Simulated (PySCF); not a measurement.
**What builds the third ionisation energy along group 16**

Calculated with PySCF 2.14 from differences of total energies of unrestricted determinants, without spin-orbit coupling. Each column adds one step, in eV (sums use unrounded values): valence MP2, valence CCSD, valence triples, then the next inner shell at CCSD(T) (O 1s, S 2s 2p, Te 4s 4p 4d). References (NIST) marked * lie between the lowest fine-structure levels; the others compare directly ((s) semi-empirical, (t) theoretical).

```
                                                                       element     UHF  + MP2  + CCSD  + (T)  + inner shell     sum           reference
               O [He] 2s2 2p2 → [He] 2s2 2p1 (aug-cc-pwCVDZ, non-relativistic)  54.520  0.187  -0.232  0.005          0.022  54.501        54.936 (s) *
               S [Ne] 3s2 3p2 → [Ne] 3s2 3p1 (aug-cc-pwCVDZ, non-relativistic)  34.144  0.345   0.039  0.011         -0.013  34.525  34.86 ± 0.04 (s) *
Te [Kr] 4d10 5s2 5p2 → [Kr] 4d10 5s2 5p1 (aug-cc-pwCVDZ-PP with ECP28MDF, ECP)  26.933  0.248   0.032  0.008          0.089  27.309      27.84 ± 0.04 *
```

Double-zeta sets recover only part of the correlation energy.

What remains against the references is mostly basis incompleteness and, for starred values, spin-orbit coupling.

What share of the correlation contribution for Te comes from the inner shell?

The four steps add to 0.377 eV, of which the inner shell gives 0.089 eV, or 24 %.
